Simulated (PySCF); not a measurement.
SCF from a fresh guess for singlet Cs2Se, at the PBE0 minimum. PySCF input:

```python
from pyscf import gto, scf, dft
mol = gto.M(atom='''
Se     0.000000     0.000000     0.000000
Cs     0.000000     0.000000     3.089410
Cs    -0.000000     0.000000    -3.089410''',
    basis={'Se': 'def2-TZVP', 'Cs': 'def2-TZVP'},
    ecp={'Cs': 'def2-TZVP'},
    charge=0, spin=0)
mf = dft.RKS(mol, xc='PBE0')
mf.grids.atom_grid = (50, 194)
aux = {'Se': 'def2-universal-JKFIT', 'Cs': 'def2-universal-JKFIT'}
mf = mf.density_fit(auxbasis=aux)
mf.conv_tol = 1e-08
mf.diis_space = 10
mf.max_cycle = 60
mf.init_guess = 'minao'
mf.verbose = 4
mf.kernel()
```

Excerpt of the output (cycles and frontier levels):

```
init E= -2434.07469296657
  HOMO = -0.482670551234209  LUMO = -0.239538801488451  gap/eV = 6.61595
cycle= 1 E= -2441.4716324531  delta_E= -7.4  |g|= 0.612  |ddm|= 2.78
cycle= 2 E= -2437.37590631471  delta_E=  4.1  |g|= 1.79  |ddm|=  4.1
  HOMO = -0.211375257002853  LUMO = -0.0461401950568074  gap/eV = 4.49628
cycle= 3 E= -2441.60639646675  delta_E= -4.23  |g|= 0.358  |ddm|= 3.89
  HOMO = -0.184312216427091  LUMO = -0.0405454295272567  gap/eV = 3.91209
cycle= 4 E= -2441.63352324615  delta_E= -0.0271  |g|= 0.213  |ddm|= 0.275
  HOMO = -0.116116351305352  LUMO = -0.0253478773297379  gap/eV = 2.46994
cycle= 5 E= -2441.6588614224  delta_E= -0.0253  |g|= 0.0339  |ddm|= 0.482
  HOMO = -0.114258030734036  LUMO = -0.0226619127648258  gap/eV = 2.49246
cycle= 6 E= -2441.65911560606  delta_E= -0.000254  |g|= 0.0068  |ddm|= 0.0762
  HOMO = -0.116610379606292  LUMO = -0.0235928719214868  gap/eV = 2.53114
cycle= 7 E= -2441.6591314559  delta_E= -1.58e-05  |g|= 0.00132  |ddm|= 0.0152
  HOMO = -0.116407690607712  LUMO = -0.0236766484365853  gap/eV = 2.52334
cycle= 8 E= -2441.65913205748  delta_E= -6.02e-07  |g|= 0.00099  |ddm|= 0.00539
  HOMO = -0.116651570967693  LUMO = -0.0237625644543865  gap/eV = 2.52764
cycle= 9 E= -2441.65913245254  delta_E= -3.95e-07  |g|= 8.04e-05  |ddm|= 0.00136
  HOMO = -0.116680997953687  LUMO = -0.0237736952554066  gap/eV = 2.52814
cycle= 10 E= -2441.65913245603  delta_E= -3.49e-09  |g|= 1.32e-05  |ddm|= 0.00018
  HOMO = -0.116673626644445  LUMO = -0.0237730101435391  gap/eV = 2.52795
Extra cycle  E= -2441.65913245589  delta_E= 1.37e-10  |g|= 2.57e-05  |ddm|= 6.75e-05
converged SCF energy = -2441.65913245589
```

No lower solution of this spin was found by a stability analysis within the restricted form, which does not test spin polarisation.

The search for the lowest solution, with the stability check, took 5.7 s on 4 threads of a shared Intel Xeon @ 2.50GHz (Skylake/Cascade Lake) host, with 106 basis functions; the process peaked at 0.35 GiB.
